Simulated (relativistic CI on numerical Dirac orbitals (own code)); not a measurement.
# Level scheme of Ru²⁰⁺

These numbers are calculated, not measured: Dirac-Coulomb-Breit CI, separate exchange-only KLI orbitals for each configuration, a model potential for QED, unscaled Slater integrals (own radial code, finite nucleus).

Configuration list (outside the closed core [Ne]): 3s²3p⁶3d⁶, 3s²3p⁵3d⁷, 3s²3p⁴3d⁸, 3s3p⁶3d⁷, 3p⁶3d⁸, 3s3p⁵3d⁸, 3s²3p⁶3d⁵4s, 3s²3p⁶3d⁵4p, 3s²3p⁶3d⁵4d, 3s²3p⁶3d⁵4f, 3s²3p⁴3d⁷4s, 3s²3p⁵3d⁶4s, 3s²3p⁶3d⁴4s², 3s²3p⁴3d⁷4p, 3s²3p⁵3d⁶4p, 3s²3p⁶3d⁴4s4p, 3s²3p⁶3d⁵5s, 3s²3p⁴3d⁷4d, 3s3p⁵3d⁷4s, 3s²3p⁶3d⁵5p, 3s3p⁶3d⁶4s, 3s²3p⁵3d⁵4s², 3s²3p⁶3d⁵5f, 3s3p⁶3d⁶4p, 3p⁶3d⁷4s, 3s²3p⁶3d⁵6s, 3p⁶3d⁷4p, 3s3p⁶3d⁵4s², 3p⁶3d⁶4s². Levels of other configurations are missing.

The lowest level is 3s²3p⁶3d⁶ ⁵D4, with 88 % of that term; Hund's rules for 3s²3p⁶3d⁶ give ⁵D with J = 4, in agreement.

```
No.  Configuration  Term  J  E (cm⁻¹)    %  Next component (%)           jj configuration (%)
  1      3s²3p⁶3d⁶    ⁵D  4         0   88               10 ³F                   3d5/2^2 (47)
  2      3s²3p⁶3d⁶    ⁵D  3     21591   95                4 ³F           3d3/2^3 3d5/2^3 (69)
  3      3s²3p⁶3d⁶    ⁵D  2     23346   74               20 ³P                   3d5/2^2 (44)
  4      3s²3p⁶3d⁶    ⁵D  1     33611   86               12 ³P           3d3/2^3 3d5/2^3 (69)
  5      3s²3p⁶3d⁶    ⁵D  0     35404   83               14 ³P           3d3/2^2 3d5/2^4 (55)
  6      3s²3p⁶3d⁶    ³F  4     72578   27               24 ³H                   3d5/2^2 (48)
  7      3s²3p⁶3d⁶    ³P  2     81161   65               25 ⁵D           3d3/2^2 3d5/2^4 (59)
  8      3s²3p⁶3d⁶    ³H  6     87455   89               11 ¹I           3d3/2^3 3d5/2^3 (89)
  9      3s²3p⁶3d⁶    ³H  5     88063   56               44 ³G           3d3/2^3 3d5/2^3 (96)
 10      3s²3p⁶3d⁶    ³F  3     99201   65               27 ³G           3d3/2^3 3d5/2^3 (73)
 11      3s²3p⁶3d⁶    ³F  2    102326   81               14 ¹D           3d3/2^3 3d5/2^3 (66)
 12      3s²3p⁶3d⁶    ³H  4    112131   57               38 ³F           3d3/2^2 3d5/2^4 (84)
 13      3s²3p⁶3d⁶    ¹S  0    114874   51               35 ³P           3d3/2^3 3d5/2^3 (39)
 14      3s²3p⁶3d⁶    ³G  5    126154   56               44 ³H           3d3/2^2 3d5/2^4 (96)
 15      3s²3p⁶3d⁶    ³P  1    126423   51               38 ³D           3d3/2^3 3d5/2^3 (51)
 16      3s²3p⁶3d⁶    ³G  4    128688   70               19 ¹G           3d3/2^2 3d5/2^4 (46)
 17      3s²3p⁶3d⁶    ³D  2    133323   72               11 ³P           3d3/2^2 3d5/2^4 (50)
 18      3s²3p⁶3d⁶    ³G  3    138183   58               33 ³F           3d3/2^2 3d5/2^4 (63)
 19      3s²3p⁶3d⁶    ³D  3    142150   84               10 ³G           3d3/2^2 3d5/2^4 (58)
 20      3s²3p⁶3d⁶    ³D  1    146733   58               40 ³P           3d3/2^2 3d5/2^4 (57)
 21      3s²3p⁶3d⁶    ¹I  6    148202   89               11 ³H           3d3/2^2 3d5/2^4 (89)
 22      3s²3p⁶3d⁶    ¹G  4    166671   64               17 ³F             3d3/2 3d5/2^5 (58)
 23      3s²3p⁶3d⁶    ³P  0    170474   89               11 ¹S                   3d5/2^2 (44)
 24      3s²3p⁶3d⁶    ¹D  2    175489   64               13 ³F           3d3/2^2 3d5/2^4 (44)
 25      3s²3p⁶3d⁶    ¹F  3    177141   67               30 ³F           3d3/2^3 3d5/2^3 (90)
 26      3s²3p⁶3d⁶    ³P  1    205225   96                2 ³D           3d3/2^3 3d5/2^3 (66)
 27      3s²3p⁶3d⁶    ³P  0    213307   59               37 ¹S                   3d5/2^6 (69)
 28      3s²3p⁶3d⁶    ³F  4    218089   84               10 ¹G           3d3/2^2 3d5/2^4 (56)
 29      3s²3p⁶3d⁶    ³F  2    221013   94                4 ³D           3d3/2^2 3d5/2^4 (75)
 30      3s²3p⁶3d⁶    ³F  3    240211   66               24 ¹F             3d3/2 3d5/2^5 (69)
 31      3s²3p⁶3d⁶    ³P  2    240385   86                8 ¹D             3d3/2 3d5/2^5 (51)
 32      3s²3p⁶3d⁶    ¹G  4    252706   85               13 ³F           3d3/2^2 3d5/2^4 (63)
 33      3s²3p⁶3d⁶    ¹D  2    321022   97                1 ³D           3d3/2^2 3d5/2^4 (76)
 34      3s²3p⁶3d⁶    ¹S  0    404208   97                2 ³P           3d3/2^2 3d5/2^4 (79)
 35     3p⁵3d⁷(4F)   ⁵G°  6   1244501   95               4 ³H°           3p3/2^3 3d5/2^3 (67)
 36     3p⁵3d⁷(4F)   ⁵G°  5   1288906   80              19 ⁵F°   3p3/2^3 3d3/2^3 3d5/2^4 (80)
 37     3p⁵3d⁷(2P)   ³D°  3   1295284   74              13 ⁵D°           3p3/2^3 3d5/2^3 (78)
 38     3p⁵3d⁷(4P)   ³P°  0   1299770   50              44 ¹S°           3p3/2^3 3d5/2^3 (92)
 39     3p⁵3d⁷(2G)   ³G°  5   1311417   49              35 ⁵F°           3p3/2^3 3d5/2^3 (85)
 40     3p⁵3d⁷(4F)   ⁵G°  4   1311602   51              29 ³F°           3p3/2^3 3d5/2^3 (37)
 41     3p⁵3d⁷(2P)   ³P°  2   1334211   32              30 ¹D°           3p3/2^3 3d5/2^3 (69)
 42     3p⁵3d⁷(4P)   ⁵D°  4   1336720   67              20 ⁵F°   3p3/2^3 3d3/2^3 3d5/2^4 (62)
 43     3p⁵3d⁷(4F)   ⁵G°  3   1339585   45              21 ⁵F°   3p3/2^3 3d3/2^3 3d5/2^4 (59)
 44     3p⁵3d⁷(4F)   ³D°  2   1342715   61              12 ⁵F°   3p3/2^3 3d3/2^3 3d5/2^4 (67)
 45     3p⁵3d⁷(2G)   ³H°  6   1346780   86              10 ³I°   3p3/2^3 3d3/2^3 3d5/2^4 (65)
 46     3p⁵3d⁷(2G)   ³G°  4   1355896   54              17 ⁵F°   3p3/2^3 3d3/2^3 3d5/2^4 (80)
 47     3p⁵3d⁷(4P)   ³P°  1   1362136   60              14 ⁵D°   3p3/2^3 3d3/2^3 3d5/2^4 (82)
 48     3p⁵3d⁷(4F)   ⁵G°  2   1363237   28              23 ³F°   3p3/2^3 3d3/2^3 3d5/2^4 (70)
 49     3p⁵3d⁷(4F)   ⁵F°  3   1368766   35              29 ⁵D°   3p3/2^3 3d3/2^3 3d5/2^4 (51)
 50     3p⁵3d⁷(2D)   ³F°  4   1374778   43              36 ⁵D°   3p3/2^3 3d3/2^3 3d5/2^4 (58)
 51     3p⁵3d⁷(4F)   ³D°  1   1376546   41              33 ⁵F°   3p3/2^3 3d3/2^3 3d5/2^4 (41)
 52     3p⁵3d⁷(2G)   ³H°  5   1386364   65              19 ⁵F°   3p3/2^3 3d3/2^3 3d5/2^4 (74)
 53     3p⁵3d⁷(2G)   ³G°  3   1390531   48              18 ³F°   3p3/2^3 3d3/2^2 3d5/2^5 (46)
 54     3p⁵3d⁷(4F)   ⁵D°  2   1391129   20              20 ⁵F°   3p3/2^3 3d3/2^3 3d5/2^4 (47)
 55     3p⁵3d⁷(2H)   ³I°  7   1405283  100                      3p3/2^3 3d3/2^3 3d5/2^4 (100)
 56     3p⁵3d⁷(4F)   ⁵D°  0   1411370   45              29 ¹S°   3p3/2^3 3d3/2^2 3d5/2^5 (74)
 57     3p⁵3d⁷(2D)   ³F°  4   1414982   30              24 ³H°   3p3/2^3 3d3/2^3 3d5/2^4 (53)
 58     3p⁵3d⁷(2P)   ¹D°  2   1416583   34              20 ⁵S°   3p3/2^3 3d3/2^2 3d5/2^5 (48)
 59     3p⁵3d⁷(4P)   ⁵P°  3   1417381   41              30 ⁵D°   3p3/2^3 3d3/2^3 3d5/2^4 (34)
 60     3p⁵3d⁷(2G)   ¹H°  5   1419083   55              13 ⁵F°   3p3/2^3 3d3/2^3 3d5/2^4 (68)
 61     3p⁵3d⁷(4F)   ⁵D°  1   1425883   54              18 ³P°   3p3/2^3 3d3/2^2 3d5/2^5 (56)
 62     3p⁵3d⁷(4P)   ⁵P°  2   1427481   29              16 ⁵D°   3p3/2^3 3d3/2^2 3d5/2^5 (53)
 63     3p⁵3d⁷(2G)   ¹F°  3   1433657   38              22 ⁵G°   3p3/2^3 3d3/2^3 3d5/2^4 (28)
 64     3p⁵3d⁷(2P)   ³P°  2   1438418   39              26 ³D°   3p3/2^3 3d3/2^2 3d5/2^5 (46)
 65     3p⁵3d⁷(2F)   ¹G°  4   1438535   30              22 ³F°   3p3/2^3 3d3/2^2 3d5/2^5 (33)
 66     3p⁵3d⁷(2D)   ³D°  3   1443344   46              16 ⁵P°   3p3/2^3 3d3/2^3 3d5/2^4 (49)
 67     3p⁵3d⁷(4P)   ⁵D°  3   1460047   30              30 ³D°           3p3/2^3 3d5/2^3 (41)
 68     3p⁵3d⁷(4F)   ⁵D°  0   1460675   60              25 ³P°     3p3/2^3 3d3/2 3d5/2^6 (61)
 69     3p⁵3d⁷(2H)   ³I°  6   1460790   53              46 ³H°   3p3/2^3 3d3/2^2 3d5/2^5 (64)
 70     3p⁵3d⁷(2H)   ³H°  5   1461985   33              31 ³G°   3p3/2^3 3d3/2^2 3d5/2^5 (50)
```

Energies count from the lowest computed level; ° marks odd parity. Percentages are summed over parent terms; the parents shown are those of the largest component, closed shells are left out there. Filled j subshells are mostly left out of the jj labels.

The mean weight of the leading LS term, summed over parents, in these 70 levels is 61 %, and that of the leading jj configuration (from the same eigenvectors) 62 %.

At this charge energies of transitions that change n are usually good to better than 1 %, and those within a shell (Δn = 0) to a few per cent. Terms inside the open d or f shell come out 10 to 20 % too wide with unscaled integrals.

LS names give the leading component of a level, which can be under half, so a name can repeat, a term be missing and a line seem to break the LS rules.
